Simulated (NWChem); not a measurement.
The numbers come from NWChem runs, not from measurements. System: H6Ga2, charge 0, spin multiplicity 1, at a geometry optimised with PBE/def2-SVP. The structure started from a generated list of species. Level: EOM-CCSD/def2-SVP, 18 core orbitals frozen.

NWChem printed:

```
             Northwest Computational Chemistry Package (NWChem) 7.3.0
             --------------------------------------------------------

                                NWChem Input Module
                                -------------------

 Scaling coordinates for geometry "geometry" by  1.889725989
 (inverse scale =  0.529177249)

 Turning off AUTOSYM since
 SYMMETRY directive was detected!

                             Geometry "geometry" -> ""
                             -------------------------

 Output coordinates in angstroms (scale by  1.889725989 to convert to a.u.)

  No.       Tag          Charge          X              Y              Z
 ---- ---------------- ---------- -------------- -------------- --------------
    1 Ga                  31.0000     1.30759600     0.00000000    -0.00000600
    2 Ga                  31.0000    -1.30759600     0.00000000    -0.00000600
    3 H                    1.0000     0.00000000     1.18712100     0.00983000
    4 H                    1.0000     1.96639800     0.00000000     1.41904900
    5 H                    1.0000     1.94539400     0.00000000    -1.42869000
    6 H                    1.0000     0.00000000    -1.18712100     0.00983000
    7 H                    1.0000    -1.96639800     0.00000000     1.41904900
    8 H                    1.0000    -1.94539400     0.00000000    -1.42869000

 Effective nuclear repulsion energy (a.u.)     294.6337768235

            Nuclear Dipole moment (a.u.)
            ----------------------------
        X                 Y               Z
 ---------------- ---------------- ----------------
     0.0000000000     0.0000000000     0.0000113384

      Symmetry information
      --------------------

 Group name             C2v
 Group number             16
 Group order               4
 No. of unique centers     4

      Symmetry unique atoms

     1    3    4    5


 Summary of "ao basis" -> "" (spherical)
 ------------------------------------------------------------------------------
       Tag                 Description            Shells   Functions and Types
 ---------------- ------------------------------  ------  ---------------------
 *                          def2-svp                  on all atoms

 Summary of "ao basis" -> "ao basis" (spherical)
 ------------------------------------------------------------------------------
       Tag                 Description            Shells   Functions and Types
 ---------------- ------------------------------  ------  ---------------------
[...]
 Iteration   5 using    5 trial vectors
   0.0149392488082   0.2530643513350    6.88623     1.1     1.1

 Iteration   6 using    6 trial vectors
   0.0084970382818   0.2527117624298    6.87664     1.4     1.4

 Iteration   7 using    7 trial vectors
   0.0040500153687   0.2526137592684    6.87397     1.3     1.3

 Iteration   8 using    8 trial vectors
   0.0018133714867   0.2526054678402    6.87375     1.1     1.1

 Iteration   9 using    9 trial vectors
   0.0006163021731   0.2526164824262    6.87405     1.1     1.1

 Iteration  10 using   10 trial vectors
   0.0002888181654   0.2526174029052    6.87407     1.3     1.3

 Iteration  11 using   11 trial vectors
   0.0001932174444   0.2526173148629    6.87407     1.1     1.1

 Iteration  12 using   12 trial vectors
   0.0001063866321   0.2526173749591    6.87407     1.2     1.2

 Iteration  13 using   13 trial vectors
   0.0000449756252   0.2526170633611    6.87406     1.4     1.4

 Iteration  14 using   14 trial vectors
   0.0000159728086   0.2526171222735    6.87406     1.4     1.4

 Iteration  15 using   15 trial vectors
   0.0000053618218   0.2526171655797    6.87407     1.5     1.5
 --------------------------------------------------------------
 Iterations converged
 ------------------

 Excited state root  1
 Excitation energy / hartree =        0.252617165579721
                   / eV      =        6.874065754249087
 largest EOMCCSD amplitudes: R1 and R2

 Singles contributions
    35a2  (alpha) ---    34b1  (alpha)        0.8896698547
    48a2  (alpha) ---    34b1  (alpha)        0.1076145289
    37b2  (alpha) ---    32a1  (alpha)        0.1908828909

 Doubles contributions

 No. of initial left vectors    1

 EOM-CCSD left-hand side iterations
 --------------------------------------------------------------
      Residuum       Omega / hartree  Omega / eV    Cpu    Wall
 --------------------------------------------------------------

 Iteration   1 using    1 trial vectors
   0.4347347528800   0.3548903206674    9.65706     2.5     2.5

 Iteration   2 using    2 trial vectors
   0.1493345735787   0.2647507265221    7.20424     2.5     2.5

 Iteration   3 using    3 trial vectors
   0.0672713525328   0.2556737571312    6.95724     2.1     2.1

 Iteration   4 using    4 trial vectors
   0.0307519027312   0.2540373168985    6.91271     2.1     2.1

 Iteration   5 using    5 trial vectors
   0.0162164113193   0.2531457562234    6.88845     2.3     2.3

 Iteration   6 using    6 trial vectors
   0.0090384043509   0.2526567494971    6.87514     2.1     2.1

 Iteration   7 using    7 trial vectors
   0.0043451903374   0.2526053088213    6.87374     2.1     2.1

 Iteration   8 using    8 trial vectors
   0.0019352100246   0.2526098177812    6.87387     2.1     2.1

 Iteration   9 using    9 trial vectors
   0.0006495279181   0.2526171127808    6.87406     2.2     2.2

 Iteration  10 using   10 trial vectors
   0.0003085730310   0.2526168193962    6.87406     2.3     2.3

 Iteration  11 using   11 trial vectors
   0.0002029906746   0.2526177707032    6.87408     2.3     2.3

 Iteration  12 using   12 trial vectors
   0.0001111902376   0.2526171591394    6.87407     2.2     2.2

 Iteration  13 using   13 trial vectors
   0.0000471539851   0.2526170231536    6.87406     2.2     2.2

 Iteration  14 using   14 trial vectors
   0.0000165614864   0.2526171905285    6.87407     2.3     2.3

 Iteration  15 using   15 trial vectors
   0.0000056840776   0.2526171917389    6.87407     2.3     2.3
 --------------------------------------------------------------
 Iterations converged

 Excited state root  1
 Excitation energy / hartree =        0.252617165579721
                   / eV      =        6.874065754249087

 EOM-CCSD transition moments / hartree
 --------------------------------------------
 X    0.0000000 Y    0.0009302 Z    0.0000000
 Oscillator Strength                0.0000001
 --------------------------------------------

 EOM-CCSD dipole moments / hartree & Debye
 ------------------------------------
   X         0.0000000      0.0000000
   Y        -0.0000000     -0.0000000
   Z         0.0054424      0.0138333
 Total       0.0054424      0.0138333
 ------------------------------------

 Singles contributions
    35a2  (alpha) ---    34b1  (alpha)        0.8896698547
    48a2  (alpha) ---    34b1  (alpha)        0.1076145289
    37b2  (alpha) ---    32a1  (alpha)        0.1908828909

 Doubles contributions

 Task  times  cpu:      401.9s     wall:      401.9s

 Total times  cpu:      402.0s     wall:      402.0s
```

### Question
Write an NWChem input that would produce this output.

### Answer
This is not unique; one that fits is 
```
start mol
memory heap 100 mb stack 700 mb global 1900 mb
geometry units angstroms nocenter noautoz
  Ga     1.307596     0.000000    -0.000006
  Ga    -1.307596     0.000000    -0.000006
  H      0.000000     1.187121     0.009830
  H      1.966398     0.000000     1.419049
  H      1.945394     0.000000    -1.428690
  H      0.000000    -1.187121     0.009830
  H     -1.966398     0.000000     1.419049
  H     -1.945394     0.000000    -1.428690
  symmetry group C2v
end
basis spherical
  * library def2-svp
end
scf
  rhf
  nopen 0
  maxiter 100
  thresh 1e-7
  semidirect memsize 60000000 filesize 0
end
tce
  freeze core 18
  ccsd
  nroots 1
  2eorb
  2emet 13
  thresh 1e-5
  maxiter 200
  tilesize 24
  dipole
end
task tce energy
```
